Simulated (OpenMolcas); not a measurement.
**Multiplet structure of Br+**

| Quantity | Value |
| --- | --- |
| Program | OpenMolcas 26.06 |
| Method | CASSCF |
| Basis | ANO-RCC-VQZP [7s6p4d2f1g] |
| Scalar Hamiltonian | DKH2, point nucleus |
| Active space | 6 electrons in 4 orbitals (4s 4p) |
| State averaging | 2S+1 = 3 even, 3 roots; 2S+1 = 1 even, 6 roots |
| Spin-orbit coupling | RASSI with atomic mean-field integrals over the reference wave functions, term energies averaged over their components |

With spin-orbit coupling, above the lowest level:

| Configuration | Term | J | E (cm-1) | Measured (cm-1) | g | Term weight % | Second |
| --- | --- | --- | --- | --- | --- | --- | --- |
| 4s2 4p4 | 3P | 2 | 0.0 | 0.0 | 1.493 | 98 |  |
| 4s2 4p4 | 3P | 1 | 2833 | 3136 | 1.501 | 100 |  |
| 4s2 4p4 | 3P | 0 | 3549 | 3837 |  | 97 | 3 1S |
| 4s2 4p4 | 1D | 2 | 14459 | 12089 | 1.008 | 98 |  |
| 4s2 4p4 | 1S | 0 | 26725 | 27867 |  | 97 | 3 3P |

Against the 4 measured excited levels shown (NIST Handbook of Basic Atomic Spectroscopic Data) the mean absolute deviation is 1000 cm-1; the largest miss in energy is 4s2 4p4 1D2: computed 14459, measured 12089 cm-1 (+19.6 %).

Spin-orbit coupling puts the lowest level 1535 cm-1 below the lowest spin-free term.

For 3P the intervals divided by the larger J are -716.5, -1416.3 cm-1. Landé's interval rule makes them equal in pure LS coupling; they differ by 66 % of their mean. The multiplet is inverted.

Without dynamic correlation excited terms often stand tens of per cent too high (terms of higher spin than the ground term too low), and those without a measured partner can miss by more than the paired ones. No level of 4s 4p5 was computed, though it lies in the active space. Computed and measured levels are paired by configuration, term and J; levels that our copy of the source lacks, or whose pairing is in doubt (as where it misses far off the trend of its configuration), stay unpaired and out of the deviations. Only configurations of the active space appear. The first state left out of the spin-orbit step lies near 490000 cm-1 above the lowest spin-free state of the reference (among the parities and spins computed), and the list stops at four fifths of that energy or lower.

The term weight is that of the spin-free term in the level, not the purity of its configuration.
